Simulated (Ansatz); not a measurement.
Isolated molecules relaxed with PBE0-D4/def2-TZVP in Ansatz; ΔE leaves out vibrations. CBS: MP2 limit from def2 TZ/QZ plus the TZ coupled-cluster correction, frozen cores. This one scheme is used for every species. DFT in def2-TZVPP. B3LYP here is the variant with VWN-RPA as its local correlation; programs differ in this. One conformer a species, not always the lowest.

Reaction (formal exchange of groups at the Al–Cl bond): `C[CH2][Al]([Cl])[Cl]` + SiH₄ → `C[CH2][Al]([SiH3])[Cl]` + HCl

```tsv
level	ΔE (kJ/mol)
r2SCAN	162.7
B3LYP	163.1
MP2/def2-TZVPP	170.6
HF/def2-QZVPP	182.0
```

Question: What does CCSD(T)/CBS give? (Estimate.)

Answer: The calculation gave: +161.7 kJ/mol. The listed levels differ from it by 1.0, 1.4, 8.9, 20.3 kJ/mol.

Largest T1 diagnostic among the species: 0.011.

In def2-TZVPP, CCSD(T) changes the Hartree–Fock value by −22.4 kJ/mol (the triples alone add −2.0 kJ/mol) and MP2 by −11.2 kJ/mol. From PBE to PBE0 (25 % exact exchange), in def2-TZVPP and without D4, ΔE moves by +6.7 kJ/mol.
